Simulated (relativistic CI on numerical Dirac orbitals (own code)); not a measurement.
# Ce2+: 5p photoemission

Computed with this model: Dirac-Coulomb-Breit CI, KLI orbitals optimised for each configuration, a model potential for QED, valence Slater integrals scaled by 0.8, multiplet model of photoemission in the sudden approximation; configurations [Xe] 4f2 → [Kr] 4d10 4f2 5s2 5p5; 80 K; Lorentzian 0.6 eV and Gaussian 0.5 eV FWHM. Energies are those of the free ion, without screening or charge transfer. The energies are binding energies and can lie tens of eV above those of solids. S is read from ⟨S²⟩ = S(S + 1).

free ion: ground-state S = 0.98, centroid 37.63 eV. Peaks (eV, height): 36.6 (100), 39.5 (46), 40.4 (37).

Strongest unbroadened transitions for free ion:

| Energy (eV) | Relative strength |
| --- | --- |
| 35.49 | 47.9 |
| 35.69 | 27.0 |
| 35.93 | 4.1 |
| 36.48 | 100.0 |
| 36.71 | 5.3 |
| 36.83 | 75.5 |
| 36.94 | 3.0 |
| 37.03 | 6.3 |
| 37.26 | 3.8 |
| 37.42 | 30.5 |
| 37.94 | 10.1 |
| 38.57 | 18.4 |
| 39.52 | 64.1 |
| 40.00 | 3.2 |
| 40.42 | 38.2 |
| 40.75 | 3.5 |
| 40.79 | 17.4 |
| 41.11 | 4.2 |
